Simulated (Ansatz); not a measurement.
Cost and result for the atomization energy of CH7GeNO, SMILES `NC[O][GeH3]` (11 atoms, 10 bonds).

| atom | x (Å) | y (Å) | z (Å) |
| --- | --- | --- | --- |
| N1 | 1.793 | 1.189 | -0.111 |
| C2 | 0.741 | 0.299 | -0.456 |
| O3 | -0.197 | 0.144 | 0.600 |
| Ge4 | -1.590 | -0.938 | 0.349 |
| H5 | 2.296 | 0.851 | 0.699 |
| H6 | 1.426 | 2.106 | 0.112 |
| H7 | 1.180 | -0.675 | -0.711 |
| H8 | 0.235 | 0.688 | -1.350 |
| H9 | -1.081 | -2.363 | 0.058 |
| H10 | -2.419 | -0.428 | -0.847 |
| H11 | -2.382 | -0.873 | 1.658 |

Charge 0, multiplicity 1. Correlated methods include outer-core shells of Ge, which these sets cover unevenly. Scalar relativity is left out up to krypton. The geometry is a stationary point of PBE0-D4/def2-TZVP. It is one conformer, not always the lowest. Program: Ansatz. All runs use 4 threads of an Arm Neoverse V2 on a shared host. Times are those of one run each, without the atoms' runs, and a repeat can differ threefold. Electronic energies, without spin–orbit coupling; frozen cores. CCSD(T)/CBS adds CCSD(T) − MP2 in def2-TZVPP to the MP2 limit, and its time is that of the two runs behind it. T1 = 0.012. With those shells the extrapolation isn't a true limit. B3LYP takes the VWN-RPA correlation (the form of Gaussian; ORCA's B3LYP/G).

CCSD(T)/CBS is a level of theory with its own doubt, some kJ/mol a heavy atom from the limit and from the frozen cores, so smaller differences don't rank the functionals.

| level | functions | atomization (kJ/mol) | difference from CCSD(T)/CBS | per bond |
| --- | --- | --- | --- | --- |
| B3LYP-D4/def2-TZVPP (with forces) | 239 | 3659.9 | -11.7 | -1.2 |
| PBE-D4/def2-TZVPP (with forces) | 239 | 3714.1 | 42.5 | 4.3 |
| ωB97M-V/def2-TZVPP (with forces) | 239 | 3662.3 | -9.3 | -0.9 |
| r2SCAN-D4/def2-TZVPP (with forces) | 239 | 3654.9 | -16.7 | -1.7 |
| MP2/def2-QZVPP | 470 | 3659.7 | -11.9 | -1.2 |
| B2PLYP/def2-TZVPP | 239 | 3621.4 | -50.2 | -5.0 |
| PBE0-D4/def2-TZVPP | 239 | 3640.2 | -31.4 | -3.1 |
| CCSD(T)/def2-TZVPP | 239 | 3578.4 | -93.2 | -9.3 |
| CCSD(T)/CBS(def2) | – | 3671.6 | 0.0 | 0.0 |
| ωB97X-V/def2-TZVPP | 239 | 3682.3 | 10.7 | 1.1 |

(1) Order the runs by time, with rough figures. (Best estimate.)

Results:

(1) Computed: PBE-D4/def2-TZVPP (with forces) 1.9 s; PBE0-D4/def2-TZVPP 2.3 s; B3LYP-D4/def2-TZVPP (with forces) 3.4 s; r2SCAN-D4/def2-TZVPP (with forces) 3.6 s; B2PLYP/def2-TZVPP 3.8 s; ωB97X-V/def2-TZVPP 6 s; ωB97M-V/def2-TZVPP (with forces) 8.5 s; MP2/def2-QZVPP 17 s; CCSD(T)/def2-TZVPP 2.2 min; CCSD(T)/CBS(def2) 2.4 min.

From PBE to PBE0 (25 % exact exchange), in def2-TZVPP and without D4, the atomization energy moves by −71.1 kJ/mol: exact exchange takes away binding that semilocal exchange gives to molecules. In def2-TZVPP, CCSD(T) changes the Hartree–Fock value by +1039.1 kJ/mol (the triples alone add +53.4 kJ/mol) and MP2 by +1065.1 kJ/mol; breaking electron pairs costs correlation energy, which Hartree–Fock lacks. The D4 term adds +28.1 kJ/mol with B3LYP and +14.7 kJ/mol with PBE0; it sums over pairs of atoms, weighted by their polarisabilities, and B3LYP, whose exchange is more repulsive, gets the larger term.
